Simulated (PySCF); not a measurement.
## How methods differ on the ionisation energy of Tl⁺

Tl⁺ [Xe] 4f14 5d10 6s2 (1S) → Tl²⁺ [Xe] 4f14 5d10 6s1 (2S), as a difference of total energies. All numbers are calculated (PySCF 2.14, scalar relativity by spin-free X2C-1e, in x2c-QZVPPall). Correlated levels: valence: [Xe] 4f14 5d10 frozen; valence and next inner shell: [Kr] 4d10 4f14 frozen. The calculations carry no spin-orbit coupling.

```json
{"method": "UHF", "ionisation energy (eV)": "18.352", "error (eV)": "-2.076"}
{"method": "r2SCANh", "ionisation energy (eV)": "20.273", "error (eV)": "-0.155"}
{"method": "B2PLYP", "ionisation energy (eV)": "19.849", "error (eV)": "-0.579"}
{"method": "MP2 (valence)", "ionisation energy (eV)": "18.926", "error (eV)": "-1.502"}
{"method": "SCS-MP2 (valence)", "ionisation energy (eV)": "19.040", "error (eV)": "-1.388"}
{"method": "MP2 (valence and next inner shell)", "ionisation energy (eV)": "20.531", "error (eV)": "+0.103"}
{"method": "SCS-MP2 (valence and next inner shell)", "ionisation energy (eV)": "20.396", "error (eV)": "-0.032"}
```

Reference: 20.428 eV (measured; NIST Atomic Spectra Database, ionization energies).
